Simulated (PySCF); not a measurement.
PySCF input file for Cr(O)2(F)2 anion (CrF₂O₂), SMILES [F][Cr]([F])(=[O])=[O] (connectivity only; charge and spin as stated), charge -1, multiplicity 2, IEF-PCM-ωB97X/def2-SVPD. Coordinates come from a B3LYP-D3(BJ)/def2-SVPD optimisation. The spin state was assumed, not searched. The isomer is the one that the SMILES or the coordinates give; other isomers of the formula were not compared.

```python
import numpy as np
from pyscf import gto, scf, dft
from pyscf.solvent import pcm

mol = gto.M(
    atom='''
    Cr   -0.00000000   -0.00000000    0.13708725
    O     1.35651511    0.00000000    0.96560983
    O    -1.35651512   -0.00000002    0.96560981
    F    -0.00000000    1.36249536   -1.04110283
    F     0.00000002   -1.36249534   -1.04110285
    ''',
    basis='def2-SVPD',
    charge=-1,
    spin=1,
    max_memory=1600,
    verbose=3,
)
mf = dft.UKS(mol, xc='wb97x').density_fit(auxbasis='def2-universal-jkfit')
mf.grids.level = 3
mf.conv_tol = 1e-9
mf.max_cycle = 100
mf.kernel()
fine, coarse = mf.grids, dft.Grids(mol).set(level=1).build(with_non0tab=True)
for _ in range(3):  # follow internal instabilities
    mf.grids = coarse
    mo, _, stable, _ = mf.stability(return_status=True, nroots=4)
    mf.grids = fine
    if stable:
        break
    mf.kernel(mf.make_rdm1(mo, mf.mo_occ))
res = {}
for name, eps in {'water': 78.355, 'dichloromethane': 8.93, 'chlorobenzene': 5.6968}.items():
    s = mf.PCM()
    s.with_solvent.method, s.with_solvent.eps, s.with_solvent.lebedev_order = 'IEF-PCM', eps, 29
    s.kernel(mf.make_rdm1())
    res[name] = (s.e_tot, eps, s.dip_moment(), s.mo_energy, s.converged)
    print(f'{name}: electrostatic solvation free energy {(s.e_tot - mf.e_tot) * 627.509474:.3f} kcal/mol')
```

Output:

```

WARN: HOMO -0.27788726518311 >= LUMO -0.27788726518311

converged SCF energy = -1394.32880880689  <S^2> = 0.7748677  2S+1 = 2.024715
<class 'pyscf.df.df_jk.DFUKS'> wavefunction is stable in the internal stability analysis

WARN: PCM is an experimental feature. It is still in testing.
Features and APIs may be changed in the future.

converged SCF energy = -1394.41623859267  <S^2> = 0.77519512  2S+1 = 2.0250384

WARN: System has nonzero charge -1; the dipole moment is origin-dependent.
Location of origin: [0. 0. 0.]

Dipole moment(X, Y, Z, Debye):  0.00000, -0.00000,  0.45227
water: electrostatic solvation free energy -54.863 kcal/mol

WARN: PCM is an experimental feature. It is still in testing.
Features and APIs may be changed in the future.

converged SCF energy = -1394.40741312034  <S^2> = 0.77512038  2S+1 = 2.0249646

WARN: System has nonzero charge -1; the dipole moment is origin-dependent.
Location of origin: [0. 0. 0.]

Dipole moment(X, Y, Z, Debye):  0.00000, -0.00000,  0.42435
dichloromethane: electrostatic solvation free energy -49.325 kcal/mol

WARN: PCM is an experimental feature. It is still in testing.
Features and APIs may be changed in the future.

converged SCF energy = -1394.40176408037  <S^2> = 0.77504758  2S+1 = 2.0248927

WARN: System has nonzero charge -1; the dipole moment is origin-dependent.
Location of origin: [0. 0. 0.]

Dipole moment(X, Y, Z, Debye): -0.00000, -0.00000,  0.40882
chlorobenzene: electrostatic solvation free energy -45.780 kcal/mol
```

Self-consistency was reached.

Cost: about 4 core-minutes (a rough figure).
